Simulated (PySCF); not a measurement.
Isomers of C8H6S2. Computed with PBE0-D3(BJ)/def2-SVP geometry optimisation, gas phase (PySCF). One conformer each; no zero-point energy, no entropy. No frequencies were run at this level. Point groups hold within 0.08 Å.

Question: Order them by energy at this level, lowest first, and give relative energies in kcal/mol.
A. `[cH:1]1[cH:2][s:3][c:4](-[c:5]2[cH:6][cH:7][cH:8][s:9]2)[cH:10]1` with S3–C4–C5–C6 0°
B. `[cH:1]1[cH:2][s:3][c:4](-[c:5]2[cH:6][cH:7][s:8][cH:9]2)[cH:10]1` with S3–C4–C5–C6 0°

Answer: A (0.0), B (1.1).

Neighbours under 2.5 kcal/mol apart (c1csc(-c2cccs2)c1 and c1csc(-c2ccsc2)c1) can change places with a better method, another conformer or zero-point energy.

```csv
SMILES,E (Eh),E rel (kcal/mol),dipole (D),point group,"A, B, C (MHz)"
c1csc(-c2cccs2)c1,-1103.73897,0.0,0.00,C2h,"2698, 658.3, 529.2"
c1csc(-c2ccsc2)c1,-1103.73721,1.1,0.31,Cs,"3129, 569.3, 481.6"
```

Question: How do the relative energies change in single points at PBE0/pcSseg-1 (no added dispersion term) on the same geometries?

Answer: 
```tsv
SMILES	PBE0-D3(BJ)/def2-SVP (kcal/mol)	PBE0/pcSseg-1 (kcal/mol)	shift
c1csc(-c2cccs2)c1	0.0	0.0	0.0
c1csc(-c2ccsc2)c1	1.1	0.8	-0.3
```

Each column counts from its own lowest isomer. The order is unchanged; the largest shift is 0.3 kcal/mol.

Question: As an exercise, what shares would exp(−E/RT) give at 298.15 K from these electronic energies alone (no entropy, no degeneracies)?

Answer: RT = 0.592 kcal/mol: c1csc(-c2cccs2)c1 86.6 %, c1csc(-c2ccsc2)c1 13.4 %.
